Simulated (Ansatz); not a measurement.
A nudged elastic band was laid between two geometries of C$_{2}$H$_{7}$BN$_{2}$ (12 atoms, charge 0, multiplicity 1).

Computed with RKS PBE0-D4/def2-SVP (Ansatz 0.2.0).

```json
{"movable images": "9", "climbing image": "yes", "spring": "5.0 eV/Å²", "optimiser": "quadratic models (default)", "start path": "through a guess of the saddle point", "force threshold": "0.05 eV/Å", "iteration limit": "60", "end points": "relaxed"}
```

First end point:

```xyz
12
Properties=species:S:1:pos:R:3
C -1.307 0.648 1.011
C -0.101 0.702 0.103
N 1.148 0.084 0.586
B 0.633 -0.495 -0.558
N 0.826 -1.445 -1.556
H -2.232 0.849 0.446
H -1.248 1.396 1.821
H -1.404 -0.344 1.477
H 0.014 1.681 -0.397
H 1.968 0.533 0.970
H 1.642 -2.039 -1.599
H 0.138 -1.627 -2.272
```

Last end point:

```xyz
12
Properties=species:S:1:pos:R:3
C -1.497 0.745 0.975
C -0.228 0.943 0.180
N 1.091 0.492 0.813
B 0.715 -0.151 -0.277
N 1.310 -1.324 -1.099
H -2.395 0.890 0.350
H -1.558 1.468 1.809
H -1.546 -0.265 1.411
H -0.194 1.950 -0.276
H 2.186 -1.618 -0.650
H 1.515 -1.055 -2.065
H 0.679 -2.129 -1.136
```

Problem. What changes between the two ends?

Solution. Bonds broken: N3–H10. Bonds formed: N5–H10.

Problem. Give the energies along the band, and the barrier.

Solution. It converged. The highest image is number 8 of 0 to 10, 3.56 eV above the first end and 0.97 eV above the last; the last end lies 2.59 eV above the first. The profile has 2 maxima (images 2, 8) with wells between them (image 5): this band takes more than one step, which may be the mechanism or a detour left from its start path. Neighbouring images differ by up to 2.1 eV, so the band resolves the path poorly. A vibrational analysis at the climbing image gives one clearly imaginary mode, 1618i cm⁻¹: a first-order saddle point. The orbitals stay closed-shell, which can raise the energy where a bond breaks towards radicals; this wasn't checked here.

```json
{"image": "0", "path coordinate (Å)": "0.00", "energy (eV)": "0.00", "N3–H10 (Å)": "1.01", "N5–H10 (Å)": "3.41"}
{"image": "1", "path coordinate (Å)": "0.82", "energy (eV)": "0.26", "N3–H10 (Å)": "1.01", "N5–H10 (Å)": "3.49"}
{"image": "2", "path coordinate (Å)": "1.65", "energy (eV)": "0.66", "N3–H10 (Å)": "1.01", "N5–H10 (Å)": "3.55"}
{"image": "3", "path coordinate (Å)": "2.47", "energy (eV)": "0.52", "N3–H10 (Å)": "1.01", "N5–H10 (Å)": "3.53"}
{"image": "4", "path coordinate (Å)": "3.29", "energy (eV)": "0.09", "N3–H10 (Å)": "1.01", "N5–H10 (Å)": "3.47"}
{"image": "5", "path coordinate (Å)": "4.11", "energy (eV)": "0.01", "N3–H10 (Å)": "1.01", "N5–H10 (Å)": "3.28"}
{"image": "6", "path coordinate (Å)": "4.94", "energy (eV)": "0.36", "N3–H10 (Å)": "1.02", "N5–H10 (Å)": "2.80"}
{"image": "7", "path coordinate (Å)": "5.76", "energy (eV)": "1.46", "N3–H10 (Å)": "1.05", "N5–H10 (Å)": "2.11"}
{"image": "8", "path coordinate (Å)": "6.58", "energy (eV)": "3.56", "N3–H10 (Å)": "1.47", "N5–H10 (Å)": "1.25"}
{"image": "9", "path coordinate (Å)": "7.49", "energy (eV)": "2.74", "N3–H10 (Å)": "2.38", "N5–H10 (Å)": "1.03"}
{"image": "10", "path coordinate (Å)": "8.40", "energy (eV)": "2.59", "N3–H10 (Å)": "2.79", "N5–H10 (Å)": "1.03"}
```

Problem. What is the geometry of the highest image?

Solution. 
```xyz
12
Properties=species:S:1:pos:R:3
C -1.476 0.842 1.024
C -0.232 0.756 0.176
N 0.911 -0.080 0.714
B 0.319 -0.529 -0.421
N 1.327 -1.335 -1.253
H -2.325 1.227 0.435
H -1.322 1.524 1.877
H -1.756 -0.144 1.425
H 0.052 1.743 -0.233
H 1.791 -0.691 -0.287
H 1.523 -1.015 -2.199
H 1.265 -2.352 -1.224
```

Run time: 2.6 min on 2 threads of AMD EPYC 9R45 96-Core Processor (Zen 5), with other jobs on the host, peak memory 0.24 GiB.
